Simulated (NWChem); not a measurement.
# C$_{2}$H$_{4}$BFO$_{2}$; SMILES FB1COCO1

```xyz
10

F     -0.0396     2.1286     0.0378
B     -0.0304     0.8102     0.0044
C     -1.2313    -0.2080    -0.1001
O     -0.5619    -1.4324     0.1787
C      0.7919    -1.2680    -0.0950
O      1.1190     0.1025     0.0454
H     -1.7014    -0.2134    -1.1057
H     -2.0386    -0.0604     0.6338
H      1.3812    -1.8660     0.6180
H      1.0468    -1.5738    -1.1308
```
Atoms are numbered in this order, from 1.

All runs: NWChem. Structure relaxed at the PBE0/def2-SVP level.

For level Hartree-Fock/cc-pVDZ:

```
Property          Value
----------------  -----
orbital gap (eV)  16.38
```

### Question
What are these values for level Hartree-Fock/cc-pVTZ?

### Answer
| Quantity | Result |
|---|---|
| orbital gap (eV) | 15.49 |
